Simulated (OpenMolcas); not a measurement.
**Pr4+: effect of the metal basis and ligand basis**

Pr4+ with 6 ligands (bromide) in octahedral coordination (Oh) at 2.76 Å. A charge of +0.333 e stands 2.8 Å behind each ligand.

```
Program             : OpenMolcas
Method              : CASSCF
Spin-orbit coupling : RASSI with atomic mean-field integrals over the reference wave functions
```

Fixed: active space 1 electron in 7 orbitals (4f), DKH2 Hamiltonian.

States (labels of O, the rotations of Oh). Energies in cm-1 above the lowest state or level, χT in cm3 K/mol.

```json
{"Run": "A", "Metal basis": "ANO-RCC-VDZP", "Ligand basis": "ANO-RCC-VDZP", "Ground state": "2A2", "First state of that spin": "2T2 630.8", "First gap with spin-orbit (degeneracies)": "928.6 (2, 4)", "Width of lowest J": "929", "χT at 300 K": "0.419", "Cost": "roughly 60 core-seconds"}
{"Run": "B", "Metal basis": "ANO-RCC-VTZP", "Ligand basis": "ANO-RCC-VTZP", "Ground state": "2A2", "First state of that spin": "2T2 627.5", "First gap with spin-orbit (degeneracies)": "963.7 (2, 4)", "Width of lowest J": "964", "χT at 300 K": "0.409", "Cost": "roughly 4 core-minutes"}
```

Against A, the width of the lowest J multiplet changes by +3.8 % in B.

Costs are those of the RASSCF and RASSI steps.

No measured value stands beside these numbers; the geometry is a model, was not optimised and need not be the one that this ion takes.
